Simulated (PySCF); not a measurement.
Isomers of C6H7F2N. The calculation used PySCF, TDDFT CAM-B3LYP/def2-SVPD, vertical, gas phase, core orbitals frozen in the response. Geometries: GFN2-xTB; one conformer of each isolated species. Triplets are in the Tamm–Dancoff approximation.

A. `N#C[C@@H]1C[C@H](F)C[C@@H]1F`
B. `N#C[C@@]1(F)CC[C@@H](F)C1`
C. `FC(F)Cn1cccc1`

Lowest singlet levels (six at most, fewer where fewer were computed) with oscillator strengths:

1. 7.39 eV (f 0.001); 8.04 eV (f 0.004); 8.31 eV (f 0.001); 8.81 eV (f 0.009); 9.07 eV (f 0.010); 9.22 eV (f 0.006); T1 6.36 eV
2. 7.79 eV (f 0.000); 8.10 eV (f 0.006); 8.14 eV (f 0.005); 8.76 eV (f 0.007); 8.85 eV (f 0.012); 8.98 eV (f 0.014); T1 6.47 eV
3. 6.19 eV (f 0.064); 6.32 eV (f 0.056); 6.58 eV (f 0.028); 6.92 eV (f 0.044); 7.08 eV (f 0.015); 7.22 eV (f 0.004); T1 4.33 eV

**Question.** Which spectrum belongs to which structure?

**Answer.** 1 = B, 2 = A, 3 = C.
- A: S1 at 7.79 eV, HOMO-1→LUMO+1 (19%), HOMO→LUMO+5 (11%), HOMO-1→LUMO+5 (10%); Löwdin shares by element: HOMO carbon 40% or more, nitrogen 30% (atoms not listed hold the other 30%); LUMO hydrogen 36% or more, carbon 11% or more (atoms not listed hold the other 53%); HOMO -10.84 and LUMO 0.69 eV.
- B: S1 at 7.39 eV, HOMO→LUMO (55%), HOMO→LUMO+1 (17%); Löwdin shares by element: HOMO carbon 38% or more, nitrogen 28% (atoms not listed hold the other 34%); LUMO carbon 35% or more, nitrogen 20%, fluorine 13% or more (atoms not listed hold the other 32%); HOMO -10.98 and LUMO 0.90 eV.
- C: S1 at 6.19 eV, HOMO→LUMO (80%), HOMO→LUMO+1 (10%); Löwdin shares by element: HOMO carbon 83% or more (atoms not listed hold the other 17%); LUMO carbon 29% or more, hydrogen 24% or more (atoms not listed hold the other 47%); HOMO -7.69 and LUMO 1.27 eV.
